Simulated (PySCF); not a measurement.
Successive ionisation energies of one element at GMP2 (screened spin-orbit), starting from the ion with 14 electrons. Calculated with PySCF 2.14, two-component X2C-1e (Gaussian nucleus, no Breit or QED terms), each ion in its own even-tempered basis; GMP2 freezes the deep shells of the larger ions and drops the highest virtual spinors; eV.

3269.1, 3365.9, 3551.3, 3642.6, 8334.2, 8574.4, 8836.9, 9084.3, 9751.4, 10030.1, 10393.5, 10626.4

Question: Which element is it?

Answer: Barium (Ba, Z = 56); the list starts at Ba⁴²⁺. The hydrogenic estimate 13.606 eV × (q + 1)²/n² with q = 42 and n = 3 gives 2795.2 eV for the first entry, a lower bound because the other electrons screen the nucleus only in part.
